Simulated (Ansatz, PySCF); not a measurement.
Gas-phase reaction (SMILES): CCC[Si](O)(O)O [trihydroxy(propyl)silane] + [H][H] (H2) → O[SiH](O)O [trihydroxysilane] + CCC; hydrogen cleaves one Si-C bond, a model of a ligand-exchange step.

Each molecule is optimised on its own at B3LYP-D3(BJ)/def2-TZVP (Ansatz, an electronic-structure program), one conformer each, not searched for the lowest. Correlated levels leave the core frozen unless marked. No spin-orbit coupling. Non-relativistic. CBS marks a two-point X^-3 extrapolation of the correlation energy; Hartree-Fock from the larger set. [CCSD(T)-MP2]/basis is that difference in the basis named. Thermal terms are rigid-rotor harmonic-oscillator values from B3LYP-D3(BJ) frequencies (Ansatz or PySCF) at 298.15 K and 1 atm. 1 Eh = 627.5095 kcal/mol.

```json
[
 {"species": "CCC[Si](O)(O)O", "E, RI-MP2/CBS(cc-pV(T+d)Z,cc-pV(Q+d)Z)+[CCSD(T)-MP2]/cc-pV(T+d)Z (Ansatz) (Eh)": "-634.95978", "E, PBE0-D4/def2-TZVPD (Ansatz + dftd4) (Eh)": "-635.34254", "H - E (Eh)": "0.14830"},
 {"species": "[H][H] (H2)", "E, RI-MP2/CBS(cc-pV(T+d)Z,cc-pV(Q+d)Z)+[CCSD(T)-MP2]/cc-pV(T+d)Z (Ansatz) (Eh)": "-1.17529", "E, PBE0-D4/def2-TZVPD (Ansatz + dftd4) (Eh)": "-1.16831", "H - E (Eh)": "0.01336"},
 {"species": "O[SiH](O)O", "E, RI-MP2/CBS(cc-pV(T+d)Z,cc-pV(Q+d)Z)+[CCSD(T)-MP2]/cc-pV(T+d)Z (Ansatz) (Eh)": "-517.16389", "E, PBE0-D4/def2-TZVPD (Ansatz + dftd4) (Eh)": "-517.48486", "H - E (Eh)": "0.05830"},
 {"species": "CCC", "E, RI-MP2/CBS(cc-pV(T+d)Z,cc-pV(Q+d)Z)+[CCSD(T)-MP2]/cc-pV(T+d)Z (Ansatz) (Eh)": "-118.97835", "E, PBE0-D4/def2-TZVPD (Ansatz + dftd4) (Eh)": "-119.03306", "H - E (Eh)": "0.10859"}
]
```

### Question
Work out ΔE and ΔH at 298.15 K at the first level, then ΔH at the second.

### Answer

1. ΔE = [(-517.16389) + (-118.97835)] - [(-634.95978) + (-1.17529)] = -0.00717 Eh = -4.5 kcal/mol at RI-MP2/CBS(cc-pV(T+d)Z,cc-pV(Q+d)Z)+[CCSD(T)-MP2]/cc-pV(T+d)Z.
2. The terms H - E add up to 0.00523 Eh, so ΔH = (-0.00717 + (0.00523))×627.5095 = -1.2 kcal/mol.
3. At PBE0-D4/def2-TZVPD the same steps give ΔE = -4.4 and ΔH = -1.2 kcal/mol, a shift of +0.0 from the first level.
4. These values are not checked against measurement here, since the tables used lack a sound gas-phase enthalpy of formation for at least one species.
